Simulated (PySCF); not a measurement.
# Removal energies of Ca from EOM-IP-GCCSD

Reference: closed-shell Ca, [Ar] 4s2; one electron is removed. Calculated with PySCF 2.14, two-component X2C-1e with screened spin-orbit coupling, x2c-TZVPPall-2c with one added diffuse shell each of s, p, d type (7s8p4d, 51 functions); frozen [He] 2s2; all 82 virtual spinors kept. No Breit or QED terms. Binding energies in eV.

```csv
level,Koopmans,second order,EOM-CCSD,NIST
3s1/2,61.541,54.014,54.309,n/a
3p1/2,36.719,34.605,34.948,n/a
3p3/2,36.292,34.212,34.546,n/a
4s1/2,5.343,6.008,6.092,6.113
```

One-hole weights below 0.9, a sign of mixing with satellites: 3s1/2 (0.72).

The screened spin-orbit operator tends to give fine-structure splittings of light species too large.
